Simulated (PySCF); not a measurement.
A GIAO shielding run with PySCF 2.14 (density fitting, non-relativistic, gas phase) on SMILES C#C[C@H]1CC[SiH2]1, C$_{5}$H$_{8}$Si:

```
$ OMP_NUM_THREADS=1 python probes_run.py task.json out

{"job": {"kind": "nmr", "xc": "PBE0", "basis": "6-31G*", "pop": true}, "charge": 0, "multiplicity": 1}
C      2.977733    -0.410013     0.594412
C      1.890288    -0.097951     0.156428
C      0.588899     0.268702    -0.342185
C     -0.451363    -0.859114    -0.627649
C     -1.776737    -0.101216    -0.366697
Si    -0.776398     1.063639     0.741545
H      3.940965    -0.687441     0.978644
H      0.690129     0.902848    -1.241905
H     -0.351857    -1.318864    -1.624505
H     -0.317920    -1.662007     0.114898
H     -2.604044    -0.700167     0.036876
H     -2.129707     0.418330    -1.271849
H     -0.981915     2.543439     0.677310
H     -0.706210     0.623549     2.166423
```

Hardware: 1 thread of an Arm Neoverse V2, shared host. The job also computes population analyses, field gradients, ring-centre shieldings.

**Question.** How large is the calculation?

**Answer.** 52 electrons, 104 basis functions and 684 auxiliary functions.

**Question.** How long does it take, and how much memory does it need?

**Answer.** 9 s of wall time, with 14 SCF cycles and 5 response iterations; peak memory 0.6 GiB. Times on a shared host scatter by some tens of per cent.

**Question.** And these other runs on the same molecule and hardware: GIAO shielding at PBE0/6-311+G(2d,p); GIAO shielding at PBE0/IGLO-III; GIAO shielding at PBE0/aug-cc-pVDZ; GIAO shielding at PBE0/cc-pVDZ; GIAO shielding at PBE0/cc-pVTZ; GIAO shielding at PBE0/def2-SVP?

**Answer.** PBE0/6-311+G(2d,p): 218 functions, 27 s; PBE0/IGLO-III: 299 functions, 43 s; PBE0/aug-cc-pVDZ: 214 functions, 28 s; PBE0/cc-pVDZ: 128 functions, 13 s; PBE0/cc-pVTZ: 296 functions, 45 s; PBE0/def2-SVP: 128 functions, 11 s.
